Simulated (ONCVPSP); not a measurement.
# What one change does to a pseudopotential (Mn (Z = 25), ONCV)

ONCVPSP 4.0.1 input, shortened (lines: element, Z, core and valence counts, functional; n l f; lmax; l rc ep ncon nbas qcut; lloc lpopt rc5 dvloc0; l nproj debl; icmod fcfact rcfact), PBE, fully relativistic:

```
  Mn 25.00    5    2        4      upf
    1    0    2.00
    2    0    2.00
    2    1    6.00
    3    0    2.00
    3    1    6.00
    3    2    5.00
    4    0    2.00
    2
    0    2.05    0.00    4    8    3.10
    1    2.20    0.06    5    9    3.50
    2    1.10    0.00    4    8   14.00
    4    5    1.00   -1.00
    0    2    2.70
    1    2    3.20
    2    2    2.70
    1    0.55    0.00
```

Open shells are filled in proportion to 2j + 1.

All-electron outer shells of the reference configuration (PBE, scalar-relativistic, ld1.x):

```
shell  level (eV)  outermost node (bohr)  outermost maximum (bohr)
   3p      -54.59                   0.31                      0.75
   3d       -6.77                      –                      0.76
   4s       -5.11                   1.05                      2.51
```

Change: all radii but the core radius scaled by about 1.23 (s 2.52, p 2.70, d 1.34 bohr); local potential polynomial inside 1.22 bohr (lpopt 5, dvloc0 -1 Ha). In the p channel the program set the typed energies aside and used 0.050, 3.250 Ha (j = l + 1/2; the other j can differ).

Cutoffs: the cutoffs (Ha) at which the residual kinetic energy of the hardest occupied pseudo-wave falls to 1 and 0.1 mHa per electron; they do not see the model core or the augmentation charge, which bear on the density cutoff. Errors are all-electron minus pseudo energies relative to the spin-unpolarised reference configuration.

Q: Predict the effect on cutoff, ghosts and configuration errors.

A: The potential gets softer (74 Ha and 84 Ha → 63 Ha and 73 Ha); both files keep a bound ghost (s); the errors of the 4 common tests hardly move. A larger radius leaves more room for a smooth pseudo-wave, so fewer plane waves are needed.

| quantity | base | changed |
| --- | --- | --- |
| cutoff, loose | 74 Ha | 63 Ha |
| cutoff, tight | 84 Ha | 73 Ha |
| loose cutoff by channel | s 3.8 Ha, d 74 Ha | s 3.7 Ha, d 63 Ha |
| bound ghosts | s | s |
| GHOST(+) flags under 300 eV | p3/2 at 68.4 eV, p1/2 at 68.9 eV | p3/2 at 91.9 eV, p1/2 at 93.5 eV |
| error for 3d5 4s1, meV [ΔE 8.42 eV] | -8.8 | -9.1 |
| error for 3d5 4s0, meV [ΔE 24.02 eV] | -50 | -48 |
| error for 3d4 4s0, meV [ΔE 56.53 eV] | -162 | -173 |
| error for 3d4 4s2, meV [ΔE 13.19 eV] | -234 | -218 |
| rms error of d²Exc/dni dnj with the model core, mHa | 5.52 | 5.53 |

 A true bound ghost makes a file unfit for plane-wave use even where its test errors are small: the radial tests pick states by their node count and pass the ghost by.
